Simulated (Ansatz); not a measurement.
Input for Ansatz (a quantum-chemistry and plane-wave program): R-SVWN5/def2-TZVPP on H4O3Si (SMILES O[SiH](O)O), a point of a torsion scan.

Ansatz 0.2 input:
```yaml
crystal:
  periodic: [false, false, false]
  atoms:
    - {symbol: O, position_ang: [1.60936055, 0.27136631, -0.42097299]}
    - {symbol: Si, position_ang: [0.15035508, 0.01705697, 0.20326385]}
    - {symbol: O, position_ang: [-0.32233707, -1.48520219, -0.22692632]}
    - {symbol: O, position_ang: [0.27023465, 0.15533500, 1.82548440]}
    - {symbol: H, position_ang: [2.33987981, -0.29297403, -0.18173277]}
    - {symbol: H, position_ang: [-0.68681103, 1.04626149, -0.37762742]}
    - {symbol: H, position_ang: [-1.16632484, -1.84088783, 0.02938722]}
    - {symbol: H, position_ang: [-0.48184706, 0.04891823, 2.39787837]}
basis:
  gaussian:
    orbitals: def2-TZVPP
hamiltonian:
  xc: {name: SVWN5}
scf: {lower_state_search: off}
```

The log:

```
WARN ansatz: RAYON_NUM_THREADS=1 ignored (pool sized by the plan → 1); use --threads N
Functional definition: SVWN5
these checks for a lower state are left out or cut short: stability, starts, cluster_reference, orbital_swaps, neighbouring_geometries, increment
integrals: 0.09 GiB planned
977 factors; their error is unknown
mean field: 0.70 GiB planned
mean field evaluation 1: about -13999.8542 eV, gradient 1.0e2 eV
mean field evaluation 2: about -13941.5152 eV, gradient 2.0e2 eV
mean field evaluation 4: about -14015.7334 eV, gradient 4.2e0 eV
mean field evaluation 8: about -14015.7736 eV, gradient 1.9e-1 eV
mean field evaluation 16: about -14015.7560 eV, gradient 1.5e-4 eV
mean field -14015.75597517 eV, -515.0695318669 hartree, gradient 3.9e-6 eV, S^2 0.000000; 0 other end points of the search recorded, 0 dependent functions left out
reference -14015.75600903 eV, -515.0695331111 hartree; 21, 21 occupied and 170, 170 virtual orbitals, 977 factors
Total energy: -14015.75600903 eV, -515.0695331111 hartree
Checks for a lower state left out: stability, starts, cluster_reference, orbital_swaps, neighbouring_geometries, increment
```

The calculation finished and met its thresholds.

Cost: around 1.6 core-seconds (rough).
